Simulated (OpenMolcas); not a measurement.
# Ar2+: effect of the basis set

```
Program             : OpenMolcas 26.06
Method              : MS-RASPT2, IPEA 0.25 Eh, imaginary shift 0.1 Eh (closed shells correlated: 2s 2p)
Active space        : 6 electrons in 9 orbitals (RAS2 3s 3p; RAS3 3d, at most 2 electrons)
State averaging     : 2S+1 = 3 even, 3 roots; 2S+1 = 1 even, 7 roots; 2S+1 = 3 odd, 3 roots; 2S+1 = 1 odd, 3 roots
Spin-orbit coupling : state interaction with AMFI integrals over the reference wave functions, term energies averaged over their components
```

A. ANO-RCC-VTZP [5s4p2d1f], DKH2, point nucleus; CASPT2 step of the order of 8 core-seconds
B. ANO-R2 [5s4p3d1f], X2C, finite nucleus; CASPT2 step about 12 core-seconds
C. ANO-RCC-VQZP [6s5p3d2f1g], DKH2, point nucleus; CASPT2 step roughly 13 core-seconds
D. ANO-RCC [8s7p5d4f2g], DKH2, point nucleus; CASPT2 step about 60 core-seconds

Energies in cm-1 above 3s2 3p4 3P2, the measured ground level; measured values from Saloman, J. Phys. Chem. Ref. Data 39, 033101 (2010).

```csv
Level,A,B,C,D,Measured
3s2 3p4 3P2,0.0,0.0,0.0,0.0,0.0
3s2 3p4 3P1,998,1000,1006,1006,1112
3s2 3p4 3P0,1424,1427,1434,1433,1570
3s2 3p4 1D2,14580,14500,14190,14080,14010
3s2 3p4 1S0,33850,33790,33270,33150,33266
3s 3p5 3P* 2,116530,115410,116220,115790,113801
3s 3p5 3P* 1,117430,116310,117130,116690,114797
3s 3p5 3P* 0,117900,116780,117600,117160,115328
```

Deviations, from unrounded energies. A percentage is the sum of absolute deviations over the sum of measured energies, with the sign that they share, or ± where signs differ.

| Against measurement | Levels | A | B | C | D |
| --- | --- | --- | --- | --- | --- |
| mean absolute deviation (cm-1) | 7 | 1300 | 830 | 1100 | 880 |
| fine structure of the ground term (%) | 2 | -9.7 | -9.5 | -9.0 | -9.1 |
| other terms of the ground configuration (%) | 2 | +2.4 | +2.1 | +0.4 | ±0.4 |
| other configurations (%) | 3 | +2.3 | +1.3 | +2.0 | +1.7 |

B, D lie about equally close to measurement and A furthest from it. The largest miss of B in the table is 3s 3p5 3P* 2, by +1600 cm-1. The ranking rests on the paired levels alone, and a cruder setting can come out closer through cancelling errors.

The two smallest mean deviations differ by little beside CASPT2's spread within terms, so their order carries little weight.

Among A to D the level of the table that moves most is 3s 3p5 3P* 0, by 1100 cm-1 (lowest in B, highest in A). Moves below CASPT2's spread within the term are not significant.

CASPT2 breaks the degeneracy within a term, and the mean is taken; among the terms shown or strongly mixed into the levels shown the widest spread is 180 cm-1 (3s2 3p4 1D, C). Some terms mix strongly with configurations of 3d, whose occupation reaches 0.24 (3s 3p5 3P*) (figures for A; the like holds for B, C, D). Active for correlation alone: 3d; no level in the range computed is led by a configuration that fills it, so any true level of that kind is missing (holds for A; C). The run also gave levels led by 3s 3p4 3d, which use shells meant for correlation; these and all levels above them are left out (holds for B). The run also gave levels led by 3s 3p4 3d, 3s2 3p3 3d, which use shells meant for correlation; these and all levels above them are left out (holds for D). Measured partners are found by configuration, term and J. A level has none where our copy of the source lacks it or the pairing is in doubt (some pairs that miss far off the trend of their configuration count as doubtful), and it then counts in no deviation. Only configurations of the active space appear. Levels that lie high or do not pair safely by name in every column are left out.

* marks odd parity.
